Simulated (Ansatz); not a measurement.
Harmonic frequencies (cm⁻¹) at PBE0-D4/def2-TZVP from Ansatz: 53, 53, 179, 179, 292, 410, 410, 437, 988, 1046, 1046, 1399, 1454, 1454, 2414, 3068, 3152, 3153.

Question: Which molecule is it?
A. `[NH2][Cu-][OH2+]`
B. `CC#[N+][Cu-][OH]`
C. `[NH2][Cu-][NH3+]`
D. `CC#[N+][Cu-][Cl]`

Answer: D.
